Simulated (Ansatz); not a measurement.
Isolated molecules relaxed with PBE0-D4/def2-TZVP in Ansatz; ΔE leaves out vibrations. CCSD(T)/CBS is the MP2 limit (def2-TZVPP, def2-QZVPP) plus CCSD(T) − MP2 in def2-TZVPP, frozen cores. This one scheme is used for every species. One conformer a species, not always the lowest.

`OCCO[SiH3]` + `BS` → `BSCO` + `CO[SiH3]`  (substitution at a C–C bond)

`OCCO[SiH3]`:

```xyz
13

O    -1.790   -1.458   -0.623
C    -1.571   -0.094   -0.878
C    -0.126    0.286   -0.675
O     0.212    0.005    0.673
Si    1.725    0.251    1.272
H    -1.432   -1.636    0.253
H    -2.201    0.537   -0.236
H    -1.855    0.091   -1.917
H     0.510   -0.300   -1.351
H     0.017    1.352   -0.895
H     1.684   -0.174    2.690
H     2.102    1.688    1.170
H     2.727   -0.550    0.516
```

`BS`:

Cartesian coordinates in Å:
```
B 0.415 0.113 0.389
S -1.211 -0.365 -0.103
H 0.616 0.133 1.563
H 1.249 0.394 -0.413
H -1.068 -0.275 -1.437
```

`BSCO`:

Cartesian coordinates in Å:
```
B -0.398 0.338 1.669
S -1.010 -0.662 0.364
C 0.308 -0.570 -0.909
O -0.022 0.257 -1.974
H 0.673 0.862 1.581
H -1.094 0.461 2.628
H 0.425 -1.576 -1.313
H 1.225 -0.270 -0.394
H -0.107 1.159 -1.650
```

`CO[SiH3]`:

Cartesian coordinates in Å:
```
C 1.175 0.245 -0.641
O -0.192 -0.065 -0.771
Si -1.179 -0.250 0.528
H 1.324 1.203 -0.128
H 1.606 0.319 -1.641
H 1.714 -0.533 -0.088
H -2.524 -0.560 -0.008
H -1.221 0.996 1.345
H -0.703 -1.356 1.405
```

```json
{"species": "`OCCO[SiH3]`", "HF/def2-QZVPP energy (Eh)": "-519.20583"}
{"species": "`BS`", "HF/def2-QZVPP energy (Eh)": "-424.00863"}
{"species": "`BSCO`", "HF/def2-QZVPP energy (Eh)": "-537.94461"}
{"species": "`CO[SiH3]`", "HF/def2-QZVPP energy (Eh)": "-405.25800"}
```

Question: Work out ΔE.

Answer: ΔE = (-537.94461) + (-405.25800) − (-519.20583) − (-424.00863) = 0.01185 Eh = +31.1 kJ/mol. CCSD(T)/CBS gives +23.6 kJ/mol.

Largest T1 diagnostic among the species: 0.015.

From PBE to PBE0 (25 % exact exchange), in def2-TZVPP and without D4, ΔE moves by +5.7 kJ/mol. In def2-TZVPP, CCSD(T) changes the Hartree–Fock value by −4.9 kJ/mol (the triples alone add −2.6 kJ/mol) and MP2 by −7.7 kJ/mol.
